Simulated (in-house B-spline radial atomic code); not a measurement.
Computed with a B-spline radial atomic code. Model: two electrons, singlet ground state, non-relativistic, full CI in B-splines with partial waves to l = 8 (at full coupling up to 3e-4 hartree above the limit, correlation up to 0.6 % small), density held at that of full coupling by Lieb maximisation.

Along the adiabatic connection the electron repulsion is scaled by a coupling λ while a local potential keeps the density fixed. At λ = 0 the system is the Kohn-Sham one and W equals the exchange energy; the exchange-correlation energy is the area under W between 0 and 1. The kinetic energy rises with λ as the electrons avoid each other, with dT/dλ = −λ dW/dλ.

Command:
```bash
python run_ac.py task.json out
```
Settings (lengths in bohr, energies in hartree):
```
potential              yukawa
strength               1.48
lmax                   8
second                 0.266
```

Run time, properties included: 44 s on 1 thread of Intel(R) Xeon(R) Processor @ 2.30GHz, with other jobs on the host.

**W = mean repulsion less Hartree energy, and W of three functionals.**

Given: confinement screened point charge; nuclear charge 1.48; screening of the nucleus 0.266 1/bohr; external potential -Z exp(-k r)/r.

Computed: LDA exchange minus exact 83.994 millihartree; PBE exchange minus exact -3.1404 millihartree.

| coupling | W xc (hartree) | W xc minus exchange (millihartree) | kinetic minus Kohn-Sham (millihartree) | LDA (PW92) W minus its exchange (millihartree) | PBE W minus its exchange (millihartree) | SCAN W minus its exchange (millihartree) |
| --- | --- | --- | --- | --- | --- | --- |
| 0 | -0.64896 | 0 | 0 | 0 | 0 | 0 |
| 0.02 | ? | ? | ? | ? | ? | ? |
| 0.05 | -0.65416 | -5.2 | 0.13 | -21.47 | -4 | -4.37 |
| 0.12 | -0.66111 | -12.156 | 0.72 | -40.1 | -9.66 | -10.08 |
| 0.25 | -0.67312 | -24.158 | 2.93 | -65.22 | -19.87 | -19.81 |
| 0.4 | -0.68565 | -36.689 | 6.98 | -87.16 | -30.93 | -29.91 |
| 0.6 | ? | ? | ? | ? | ? | ? |
| 0.8 | -0.71349 | -64.534 | 23.45 | -128.88 | -56.65 | -52.6 |
| 1 | -0.725 | -76.038 | 33.78 | -144.65 | -67.72 | -62.18 |
| 1.4 | -0.74437 | -95.416 | 56.89 | -170.31 | -87 | -78.77 |
| 2 | -0.76679 | -117.83 | 94.66 | -199.48 | -110.52 | -98.85 |
| 3 | -0.79296 | -144 | 159.2 | -234.09 | -140.11 | -123.82 |
| 4.5 | -0.818 | -169.04 | 251.57 | -268.91 | -171.25 | -149.42 |

Question: What belongs in the row 0.02?

Answer: W xc (hartree): -0.65106; W xc minus exchange (millihartree): -2.104; kinetic minus Kohn-Sham (millihartree): 0.02; LDA (PW92) W minus its exchange (millihartree): -10.7; PBE W minus its exchange (millihartree): -1.58; SCAN W minus its exchange (millihartree): -1.78.

Question: What belongs in the row 0.6?

Answer: W xc (hartree): -0.70047; W xc minus exchange (millihartree): -51.517; kinetic minus Kohn-Sham (millihartree): 14.36; LDA (PW92) W minus its exchange (millihartree): -110.19; PBE W minus its exchange (millihartree): -44.44; SCAN W minus its exchange (millihartree): -41.93.

Question: What is the SCAN exchange minus exact?

Answer: -9.4871 millihartree.

**Energy parts, natural occupations and partial-wave weights.**

Computed: total energy -0.7581 hartree; exchange energy -0.64896 hartree; correlation energy -0.04226 hartree; kinetic part of the DFT correlation energy 0.033778 hartree; Hartree energy 1.2979 hartree; Kohn-Sham kinetic 1.2685 hartree; Lieb Oxford ratio E_xc over LDA exchange 1.2235.

| natural | occupation of the shell (electrons) |
| --- | --- |
| s | 1.9585 |
| s | ? |
| p | 0.013525 |
| d | 0.00048295 |
| p | 0.00040434 |
| s | 0.00031307 |

Question: What belongs in the row s?

Answer: occupation of the shell (electrons): 0.026554.

```csv
wave,weight
s,0.9927
p,?
d,0.00027009
f,3.5013e-05
g,7.7989e-06
```

Question: What belongs in the row p?

Answer: weight: 0.0069831.

Question: What is the initial slope twice GL2?

Answer: -0.10598 hartree.

Question: What is the kinetic part over minus potential part?

Answer: 0.44423.

Half-way to full coupling W has made 58 % of its drop, against 50 % for a straight line, and second-order (GL2) theory, half the initial slope, overshoots the correlation energy by about 25 %: a moderate bend, as in light atoms. Over couplings 0 to 1 the errors in E_xc come to about +34 millihartree for LDA, +2.6 millihartree for PBE, -1.7 millihartree for SCAN, so SCAN is nearest. In LDA and PBE and SCAN the errors of exchange and correlation have opposite signs, so the sum is smaller than the larger of the two.
